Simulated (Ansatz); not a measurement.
Ag (SMILES [Ag-]), charge -1, singlet (core potentials on Ag) (a gas-phase anion, which may not be bound at this level); Ansatz (a quantum-chemistry and plane-wave program) with CAM-B3LYP/def2-SVP.

Here is a job for Ansatz.
Ansatz 0.2 input:
```yaml
crystal:
  periodic: [false, false, false]
  atoms:
    - {symbol: Ag, position_ang: [0.00000000, 0.00000000, 0.00000000]}
basis:
  gaussian:
    orbitals: def2-SVP
hamiltonian:
  xc: cam_b3lyp
total_charge: -1
```

It wrote (shortened):

```
Functional definition: CAM-B3LYP
225 factors; integrals over basis functions are off by at most 2.4e-4 eV
69 factors; integrals over basis functions are off by at most 4.2e-5 eV
mean field evaluation 1: about -3995.9568 eV, gradient 3.6e1 eV
mean field evaluation 2: about -3996.1701 eV, gradient 3.2e1 eV
mean field evaluation 4: about -3998.4011 eV, gradient 9.3e-1 eV
mean field evaluation 8: about -3998.4056 eV, gradient 2.5e-2 eV
mean field -3998.40559881 eV, -146.9386955396 hartree, gradient 9.5e-6 eV, S^2 0.000000; 0 other end points of the search recorded, 0 dependent functions left out
reference -3998.40566742 eV, -146.9386980610 hartree; 10, 10 occupied and 21, 21 virtual orbitals, 225 factors
Total energy: -3998.40566742 eV, -146.9386980610 hartree
```
